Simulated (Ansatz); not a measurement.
`B[SiH](Cl)BN` + H₂ → `B[SiH2]Cl` + `BN` at 298.15 K and 1 bar (hydrogenolysis of the Si–B bond).

Program: Ansatz. Geometries: PBE0-D4/def2-TZVP. ΔE: electronic, gas phase. CBS: MP2 limit from def2 TZ/QZ plus the TZ coupled-cluster correction, frozen cores. This one scheme is used for every species. Each species was taken in one conformer, which may not be the lowest.

```tsv
species	CCSD(T)/CBS energy (Eh)	H − E (kJ/mol)	S (J/(mol·K))
`B[SiH](Cl)BN`	-856.81167	210.8	365.3
H₂	-1.17544	35.1	130.4
`B[SiH2]Cl`	-776.05948	116.1	304.2
`BN`	-81.93499	137.2	228.1
```

H − E and S are ideal-gas, rigid-rotor, harmonic terms from PBE0-D4/def2-TZVP, for one conformer and one mirror image of each species. The MP2-based limit puts H₂ 0.8 mEh under its directly extrapolated value; such offsets cancel only in part. 1 Eh = 2625.50 kJ/mol, R = 8.31446 J/(mol·K).

Q: By hand: ΔE, ΔH, ΔS and ΔG.

A: ΔE = (-776.05948) + (-81.93499) − (-856.81167) − (-1.17544) = -0.00736 Eh = -19.3 kJ/mol. Δ(H − E) = 116.1 + 137.2 − 210.8 − 35.1 = 7.4, so ΔH = -11.9 kJ/mol. ΔS = 304.2 + 228.1 − 365.3 − 130.4 = 36.6 J/(mol·K). ΔG = -11.9 − 298.15 × (36.6)/1000 = -22.8 kJ/mol.

Q: By hand: the equilibrium constant, and the temperature at which ΔG would vanish if ΔH and ΔS stayed fixed.

A: log₁₀ K = −ΔG/(RT ln 10) = 4.0. ΔH and −TΔS have one sign here, so there is no such temperature.

TΔS isn't small against ΔH here. A doubt of 5 kJ/mol in ΔE shifts log₁₀ K by 0.9 here. Other conformers and mirror images would add mixing entropy, several J/(mol·K) or more a flexible species. These are equilibria of isolated gas molecules and say nothing of rates. Largest T1 diagnostic: 0.013 (customary marks: 0.02 for closed shells, 0.045 for open ones).
